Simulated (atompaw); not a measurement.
# Ba (Z = 56): one change to a PAW (atompaw) potential, before and after

barium (Ba), PAW, made with atompaw 4.2.0.5 (PBE, scalar-relativistic). Core [Kr] 4d10, reference 5s2 5p6 5d0 6s0 6p0 (charge +2). Waves: 5s (bound); 6s (bound, empty); 5p (bound); 6p (bound, empty); 5d (bound, empty); 5d channel at 0.05 Ry; 4f channel at 0.3 Ry. Local part: troulliermartins scheme with l = 4 at 1 Ry, radius 2.90 bohr. Core correction: smooth core density matched at 2.40 bohr. Augmentation charge: besselshape compensation charge, radius 2.40 bohr; PAW radius 3.00 bohr; waves and projectors: bloechl.

Change: local potential troulliermartins scheme with l = 4 at 1 Ry, radius 1.86 bohr.

Cutoffs: the cutoffs (Ry, on a coarse ladder) from which the occupation-weighted sum of valence levels, in a spherical-Bessel basis at the reference potential, stays within 10 and 1 mRy of its value at 400 Ry; they do not see the model core or the augmentation charge, which bear on the density cutoff.

What does the change do?

The potential gets harder (18 Ry and 30 Ry → 70 Ry and 80 Ry); a bound ghost appears in s, which as a rule spoils a file; the range in which the s phases agree narrows (upper end 1.6 → -0.4); the range in which the p phases agree narrows (upper end 3.7 → 0.2). A state that the projectors do not describe sees the local part alone, so a deeper or shallower local part can create or remove a ghost.

```tsv
quantity	base	changed
cutoff, loose	18 Ry	70 Ry
cutoff, tight	30 Ry	80 Ry
loose cutoff by channel (10 mRy a level)	s 8 Ry, p 12 Ry	s 50 Ry, p 35 Ry
bound ghosts	none	s
s: phases at 3.01 bohr within 0.05 rad from the reference energy up to (Ry; the scan ends near 5)	1.6	-0.4
p: phases at 3.01 bohr within 0.05 rad from the reference energy up to (Ry; the scan ends near 5)	3.7	0.2
d: phases at 3.01 bohr within 0.05 rad from the reference energy up to (Ry; the scan ends near 5)	2.3	2.0
f: phases at 3.01 bohr within 0.05 rad from the reference energy up to (Ry; the scan ends near 5)	0.4	0.4
lowest overlap eigenvalue by channel	s 0.45, p 0.67, d 0.81, f 1.00	s 0.04, p 0.19, d 0.39, f 1.00
```

 A true bound ghost makes a file unfit for plane-wave use even where its test errors are small: the radial tests pick states by their node count and pass the ghost by. The cutoffs see the waves, projectors and local potential, not the compensation charge or the core.
